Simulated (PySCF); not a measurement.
**Si¹²⁺ (silicon, charge +12): UHF calculation**

Configuration: 1s2, closed-shell 1S. Computed with PySCF 2.14 in an even-tempered Gaussian basis (17 s from 7.3 bohr⁻², ratio 2.2; 7 p from 11 bohr⁻², ratio 2.4; 4 d from 34 bohr⁻², ratio 2.4; 3 f from 51 bohr⁻², ratio 2.4; 3 g from 76 bohr⁻², ratio 2.4), with scalar relativity by spin-free X2C-1e.

* Total energy: -187.825087 hartree
* One-electron energy: -196.4006 hartree
* Hartree (Coulomb) energy: 17.1509 hartree
* Exchange energy: -8.5755 hartree
* ⟨S²⟩: 0.0000
* ⟨L²⟩: 0.000
* Sum of ⟨r⟩: 0.2191 bohr
* Sum of ⟨r²⟩: 0.03218 bohr²

| shell | electrons | mean orbital energy (eV) | rms radius, mean of both spins (bohr) |
| --- | --- | --- | --- |
| 1s | 2 | -2438.8 | 0.127 |

Densities and radii are taken from the X2C orbitals without a picture-change correction, which distorts them close to the nucleus.
